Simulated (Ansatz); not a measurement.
Harmonic frequencies (cm⁻¹) at PBE0-D4/def2-TZVP from Ansatz: 188, 244, 253, 283, 379, 717, 738, 1067, 1097.

Q: Which molecule is it?
A. `[NH2][Mo](=[O])([F])=[S]`
B. `[O]=[Mo](=[O])([F])[Cl]`
C. `[NH2][Mo](=[O])(=[O])[F]`
D. `[O]=[Mo](=[O])([F])[F]`

A: D.
